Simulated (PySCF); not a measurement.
**CoCl2, quartet: computed properties**

These are results of UBP86 in PySCF with Co def2-TZVP, Cl def2-TZVP; no relativity; density-fitted integrals, not measurements.

The structure is a minimum.

| Item | Value |
| --- | --- |
| Point group | D∞h |
| Bond lengths | Co–Cl 2.078 Å (×2) |
| Bond angles | Cl–Co–Cl 180.0° |
| Principal quadrupole moments (Buckingham, traceless) about the centre of mass | -5.29, 2.64, 2.64 D Å |
| Rotational symmetry number | 2 |
| Dipole moment | 0.00 D |
| Entropy at 298.15 K and 1 bar (electronic part: spin only) | 294.0 J/(mol K) |
| Atomisation energy without zero-point energy | 832 kJ/mol |
| Spin squared ⟨S²⟩ | 3.758 |
| Rotational constants | 0.05583 cm⁻¹ |
| Principal polarisabilities | 33.1, 33.1, 100.1 bohr³ |
| Heat capacity Cp at 298.15 K | 57.4 J/(mol K) |
| Highest occupied level (β) | -6.75 eV |
| Lowest empty level (β) | -6.31 eV |
| Zero-point energy | 5.9 kJ/mol |
| Enthalpy at 298.15 K above 0 K | 14.37 kJ/mol |

Harmonic modes (masses in u: Co 58.933, Cl 34.969):
```
symmetry  ω (cm⁻¹)  IR (km/mol, summed over degenerate members)     type
      πu        71                                         11.4     bend
     σg+       351                                          0.0  stretch
     σu+       499                                         88.4  stretch
```

In D∞h the vibrations span πu + σg+ + σu+. The σg+ mode carries no infrared intensity, as symmetry demands. With a centre of inversion only u modes can be infrared active and only g modes Raman active.

Charges (e):
```json
{"atom": "Co1", "Mulliken": "0.53", "Löwdin": "-0.21", "polar tensor": "0.86", "spin (Mulliken)": "2.48", "Mayer order to Co1": "–"}
{"atom": "Cl2,3", "Mulliken": "-0.26", "Löwdin": "0.11", "polar tensor": "-0.43", "spin (Mulliken)": "0.26", "Mayer order to Co1": "1.23"}
```

Mulliken populations on Co1: s 6.72, p 12.32, d 7.43, f 0.00.

Outer orbital energies (eV). α occupied: -9.87, -9.17, -8.76, -8.64, -8.64, -7.75, -7.68, -7.68; empty: -1.56, 0.15, 0.15, 2.13. β occupied: -10.68, -9.06, -8.89, -8.89, -8.35, -8.35, -7.54, -6.75; empty: -6.31, -5.85, -5.85, -1.20.

Formally Co is in oxidation state +2, d7, with 3 unpaired electrons (the high-spin count). The Mulliken spin on Co is 2.48. The polar-tensor charge on Co, 0.86, is far below the formal one.

Other isomers or separated fragments may lie lower. With open d or f shells other occupations or spin states may lie lower.

The final relaxation and frequency run took roughly 50 core-seconds on a shared host.
